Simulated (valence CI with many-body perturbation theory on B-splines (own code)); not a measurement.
**Bi43+: one-electron terms**

Computed by relativistic CI+MBPT: four valence electrons over a frozen Dirac-Fock core [Kr], a basis of 9 s, 9 p, 10 d, 8 f, 5 g, 3 h, 1 i functions for each j, with the one-electron correlation potential Σ1 (screened to all orders), the two-electron term Σ2, the three-electron term Σ3, Breit, model QED; selected single and double excitations, second order for the rest (own B-spline code, finite nucleus).

No measured spectrum was set against this ion. As an estimate, large intervals hold to a few tenths of a per cent, small ones and those within an open d or f shell to about a per cent. The list stops below the first excitations out of the core. Only levels of the ground parity were solved; by the run's estimate the other parity begins above the list, which can be wrong where configurations are misplaced.

These are the spectroscopic orbitals of the CI (the correlating ones are not listed), shaped by the core and the other valence electrons. h is the expectation value of the core's Dirac-Fock operator, without the valence repulsion; Σ1 is computed up to l = 3 at one energy for each symmetry, that of its lowest orbital but kept below the first core excitation, so for empty shells it is not the orbital's own correlation shift; Breit and QED include the response of the core.

| Orbital | h (hartree) | Σ1 (cm⁻¹) | Breit (cm⁻¹) | QED (cm⁻¹) | ⟨r⟩ (bohr) |
| --- | --- | --- | --- | --- | --- |
| 5s1/2 | -60.778 | -12102 | 8301 | 6340 | 0.6040 |
| 6s1/2 | -39.71 | -4852 | 4393 | 3405 | 0.9223 |
| 7s1/2 | -28.01 | -2538 | 2555 | 2020 | 1.311 |
| 5p1/2 | -58.532 | -12358 | 12773 | 379 | 0.6083 |
| 6p1/2 | -38.492 | -5098 | 6918 | 213 | 0.9326 |
| 7p1/2 | -27.277 | -2707 | 4067 | 129 | 1.327 |
| 5p3/2 | -55.787 | -10580 | 7094 | 861 | 0.6405 |
| 6p3/2 | -37.026 | -4544 | 3916 | 480 | 0.9709 |
| 7p3/2 | -26.4 | -2454 | 2599 | 291 | 1.372 |
| 4d3/2 | -87.652 | -24212 | 13576 | -1180 | 0.3554 |
| 5d3/2 | -52.298 | -11713 | 5943 | -424 | 0.6375 |
| 6d3/2 | -35.13 | -5370 | 3226 | -222 | 0.9830 |
| 4d5/2 | -86.324 | -23168 | 8319 | -476 | 0.3621 |
| 5d5/2 | -51.708 | -11457 | 3714 | -128 | 0.6456 |
| 6d5/2 | -34.809 | -5231 | 2030 | -62.7 | 0.9928 |
| 4f5/2 | -77.756 | -48175 | 4093 | -1057 | 0.3317 |
| 5f5/2 | -48.043 | -11415 | 1918 | -389 | 0.6308 |
| 4f7/2 | -77.385 | -41806 | 882 | -784 | 0.3345 |
| 5f7/2 | -47.87 | -10980 | 557 | -269 | 0.6338 |
| 5g7/2 | -45.184 |  | -131 | -184 | 0.5884 |
| 5g9/2 | -45.123 |  | -475 | -134 | 0.5898 |

Among the shells of the start configuration 4d4, Σ1 is largest in size for 4d3/2, where it is 0.13 % of h.

Lowest root of each symmetry, sizes in configuration state functions:

```json
{"J": "0", "Parity": "even", "Roots": "5", "Reference": "26", "Variational": "9250", "Second order": "40477", "Change by selected CI (cm⁻¹)": "-6190", "Change by second order (cm⁻¹)": "-2"}
{"J": "1", "Parity": "even", "Roots": "4", "Reference": "44", "Variational": "17899", "Second order": "107525", "Change by selected CI (cm⁻¹)": "-5072", "Change by second order (cm⁻¹)": "-9"}
{"J": "2", "Parity": "even", "Roots": "8", "Reference": "78", "Variational": "25785", "Second order": "164531", "Change by selected CI (cm⁻¹)": "-6297", "Change by second order (cm⁻¹)": "-18"}
{"J": "3", "Parity": "even", "Roots": "6", "Reference": "77", "Variational": "24301", "Second order": "204571", "Change by selected CI (cm⁻¹)": "-6571", "Change by second order (cm⁻¹)": "-30"}
{"J": "4", "Parity": "even", "Roots": "7", "Reference": "85", "Variational": "24984", "Second order": "216537", "Change by selected CI (cm⁻¹)": "-6385", "Change by second order (cm⁻¹)": "-33"}
{"J": "5", "Parity": "even", "Roots": "2", "Reference": "63", "Variational": "22798", "Second order": "154341", "Change by selected CI (cm⁻¹)": "-6045", "Change by second order (cm⁻¹)": "-17"}
{"J": "6", "Parity": "even", "Roots": "2", "Reference": "54", "Variational": "19353", "Second order": "179389", "Change by selected CI (cm⁻¹)": "-6490", "Change by second order (cm⁻¹)": "-14"}
```
